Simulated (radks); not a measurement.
Results of a calculation; reference values are marked as such.
All-electron atom: the fluorine ion F3+ in [He] 2s2 2p2. Level of theory: non-relativistic Kohn-Sham, Tao-Mo meta-GGA, spin-unpolarised, spherical densities, point nucleus; meta-GGA in the generalised Kohn-Sham scheme (a radial shooting solver on a logarithmic mesh with Libxc functionals). Some entries of the table are withheld. Estimate them.

orbital  occ.  eigenvalue (Ry)  <r^2> (bohr^2)  <1/r> (bohr^-1)
1s          2        -54.70701         0.04163              (1)
2s          2         -6.74741             (2)              (3)
2p          2              (4)             (5)              (6)

Answer. 
(1) 1s <1/r> (bohr^-1): 8.635
(2) 2s <r^2> (bohr^2): 0.9071
(3) 2s <1/r> (bohr^-1): 1.655
(4) 2p eigenvalue (Ry): -5.32848
(5) 2p <r^2> (bohr^2): 0.8534
(6) 2p <1/r> (bohr^-1): 1.561
